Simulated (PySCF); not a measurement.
A calculated (PW91, PySCF 2.14, aug-cc-pwCVTZ-DK with one added diffuse shell each of s, p, d, f, g type, scalar relativity by spin-free X2C-1e) atom or ion has these occupied shells.

```tsv
shell	electrons	orbital energy (eV)	rms radius, mean of both spins (bohr)
1s α	1	-7614.5	0.0649
1s β	1	-7614.4	0.0649
2s α	1	-926.42	0.277
2s β	1	-924.08	0.277
2p α	3	-797.36	0.249
2p β	3	-795.58	0.249
3s α	1	-130.62	0.826
3s β	1	-125.58	0.826
3p α	3	-93.698	0.876
3p β	3	-88.750	0.876
3d α	5	-35.327	1.08
3d β	1	-31.149	1.08
4s α	1	-24.144	2.45
```

**Question.** Name the element and its charge.

**Answer.** Co²⁺ (cobalt, charge +2), in [Ar] 3d6 4s1, high-spin 6D determinant (an excited configuration).
